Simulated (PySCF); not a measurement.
AlHCl2, SMILES [Cl][AlH][Cl].

Coordinates come from a PBE0-D3(BJ)/def2-TZVP optimisation.

Vertical ionisation energy (IE) and electron affinity (EA) in eV. Rows of orbital energies are one-electron estimates. Where ΔSCF, EOM or ADC give a negative EA the extra electron is unbound and the value depends on the basis.

```csv
level,IE,EA
"−ε(HOMO), −ε(LUMO), M06-2X/def2-TZVPD (PySCF)",10.60,0.95
ADC(2)/aug-cc-pVDZ (PySCF),…,…
```

### Question
Some entries are withheld; supply them. (The exact figures need the calculation; the answer reports its results.)

### Answer

- ADC(2)/aug-cc-pVDZ (PySCF), IE: 11.53
- ADC(2)/aug-cc-pVDZ (PySCF), EA: -0.14

### Question
Beyond the first one, list the lowest photoelectron lines from ADC(2)/aug-cc-pVDZ (PySCF) with their pole strengths (two spins summed). (An estimate is asked for; the answer gives what the named calculation found.)

### Answer
11.64 eV (1.82), 11.83 eV (1.81), 12.34 eV (1.81), 13.12 eV (1.83), 13.31 eV (1.81).
